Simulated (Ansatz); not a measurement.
Cs₂Cl₂⁻. The state is a doublet with charge -1. Geometry PBE-D4/def2-TZVP, that of the neutral singlet.

```xyz
4

Cs   -0.766    0.654   -2.072
Cs    0.766   -0.654    2.072
Cl    1.921   -0.506   -0.870
Cl   -1.921    0.506    0.870
```

In the def2 sets Cs takes a core potential; there is no spin–orbit coupling. At PBE-D4/def2-TZVPD, r2SCAN-D4/def2-TZVPD, PBE0-D4/def2-TZVPD the highest occupied level of the charge -1 doublet lies above zero (up to 0.70 eV). By energy differences its removal costs 0.11 eV (vertical, to the charge 0 singlet, at r2SCAN-D4/def2-TZVPD); a positive level beside a positive removal energy at the same level points to self-interaction error. At PBE-D4/def2-TZVPD, r2SCAN-D4/def2-TZVPD the gap within one spin of the charge -1 doublet nearly closes, so an electron or hole may be smeared out by delocalisation error. The structure comes from a short search, and lower isomers may exist.

Task: Estimate the α-spin orbital energies around the gap (eV) in Ansatz with PBE-D4/def2-TZVPD, r2SCAN-D4/def2-TZVPD, PBE0-D4/def2-TZVPD.

Result: 
| orbital | PBE-D4/def2-TZVPD | r2SCAN-D4/def2-TZVPD | PBE0-D4/def2-TZVPD |
| --- | --- | --- | --- |
| HOMO−5 | -2.87 | -3.18 | -4.20 |
| HOMO−4 | -2.84 | -3.15 | -4.16 |
| HOMO−3 | -2.80 | -3.13 | -4.12 |
| HOMO−2 | -2.77 | -3.10 | -4.09 |
| HOMO−1 | -2.77 | -3.09 | -4.09 |
| HOMO | 0.65 | 0.70 | 0.48 |
| LUMO | 0.71 | 0.75 | 0.87 |
| LUMO+1 | 1.42 | 1.44 | 1.64 |
| LUMO+2 | 1.48 | 1.52 | 1.74 |
| LUMO+3 | 1.59 | 1.66 | 1.84 |
| LUMO+4 | 1.61 | 1.67 | 1.89 |
| LUMO+5 | 1.63 | 1.69 | 1.90 |
| β HOMO | -2.76 | -3.08 | -4.09 |
| β LUMO | 1.24 | 0.80 | 1.62 |
